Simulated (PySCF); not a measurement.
Computed IR spectrum (relative IR intensity) of a molecule CH10O2Si3. Coordinates come from a ωB97X-D3(BJ)/def2-SVP optimisation. One conformer was computed; it need not be the lowest. Computed with ωB97X-D3(BJ)/def2-SVP (PySCF 2.14.0). Frequencies are harmonic and unscaled.

Lines under 2 % of the strongest are left out, and lines within 2 cm⁻¹ are merged.

```tsv
ν (cm⁻¹)	relative intensity
192	4.5
201	23
234	71
249	31
262	4.8
470	4.3
492	5.8
533	18
654	2.3
695	6.4
719	67
744	44
784	100
798	77
827	71
880	73
884	84
889	47
917	65
927	14
952	22
957	21
1283	17
1435	2.5
1441	2.6
2200	60
2209	58
2244	47
2251	88
2258	48
3159	2.0
3922	59
3928	29
```

Question: Pick the molecule that these values belong to.
A) O[SiH2]C(O)([SiH3])[SiH3]
B) O[Si](O)([SiH3])C[SiH3]
C) O[SiH2][C@H]([SiH3])O[SiH3]
D) C[Si@@H](O)[Si@H](O)[SiH3]

Answer: D, C[Si@@H](O)[Si@H](O)[SiH3]
